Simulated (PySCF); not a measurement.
Ge(F)2 cation (F2Ge), SMILES [F][Ge][F] (connectivity only; charge and spin as stated), charge +1, multiplicity 2.

Coordinates come from a B3LYP-D3(BJ)/def2-TZVP optimisation. The multiplicity is an assumed one; other spin states were not compared. The isomer is the one that the SMILES or the coordinates give; other isomers of the formula were not compared.

All values below come from TDA-M06-2X/def2-SVPD (PySCF).

Vertical excitations. 

Question: Give excitation energies, oscillator strengths and character. (An estimate is asked for; the answer gives what the named calculation found.)

Answer: 
```
state    energy (eV)  λ (nm)      f                                                  main pairs
-------  -----------  ------  -----  ----------------------------------------------------------
root 1          3.95     314  0.000                                            β HOMO→LUMO 95 %
root 2          4.03     308  0.000                                          β HOMO−1→LUMO 96 %
root 3          4.59     270  0.000                        α HOMO→LUMO 12 %, β HOMO−3→LUMO 84 %
root 4          4.81     258  0.013                                          β HOMO−2→LUMO 90 %
root 5          5.29     234  0.073                        α HOMO→LUMO 85 %, β HOMO−3→LUMO 12 %
root 6          5.64     220  0.043                                          β HOMO−4→LUMO 89 %
root 7          7.78     159  0.007  α HOMO→LUMO+1 15 %, α HOMO−3→LUMO 11 %, β HOMO−5→LUMO 66 %
root 8          8.08     153  0.000                    α HOMO−2→LUMO 49 %, β HOMO−1→LUMO+1 48 %
root 9          8.18     152  0.000                      α HOMO−1→LUMO 71 %, β HOMO→LUMO+1 28 %
root 10         8.34     149  0.000                      α HOMO−1→LUMO 28 %, β HOMO→LUMO+1 70 %
```
Unrestricted roots are not spin-pure.
